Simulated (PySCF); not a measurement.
How methods differ on the ionisation energy of P⁺

P⁺ [Ne] 3s2 3p2 [3p1/2^2, M_J = 0] → P²⁺ [Ne] 3s2 3p1 [3p1/2^1, M_J = 1/2], as a difference of total energies. All numbers are calculated (PySCF 2.14, the two-component X2C-1e Hamiltonian, in x2c-TZVPPall-2c (5s6p3d1f, 45 functions)). Correlated levels: [Ne] frozen; the 6 highest virtual spinors dropped. "Screened" scales the spin-orbit matrix elements by Boettger's factors to mimic the two-electron term; Breit and QED terms are absent.

```csv
method,ionisation energy (eV)
GHF (spin-free),18.994
GMP2 (spin-free),19.595
GHF (screened spin-orbit),18.972
GMP2 (screened spin-orbit),19.572
```

Task: How much does correlation contribute at GMP2 (screened spin-orbit)?

Result: 19.572 − (18.972) = 0.600 eV, measured against GHF (screened spin-orbit).

Errors of the correlated levels include the incompleteness of this basis and the frozen core.

The labels give the starting determinants; with spin-orbit coupling the two ends relaxed to ⟨J²⟩ = 1.90, ⟨L²⟩ = 2.01, ⟨S²⟩ = 2.00 and ⟨J²⟩ = 0.97, ⟨L²⟩ = 2.06, ⟨S²⟩ = 0.77.

The determinant of P⁺ mixes levels of different J (the jj label is only the starting occupation), so the difference between spin-free and spin-orbit rows is not the physical spin-orbit shift.

For comparison: 19.769 eV (semi-empirical (NIST evaluation); NIST Atomic Spectra Database, ionization energies).
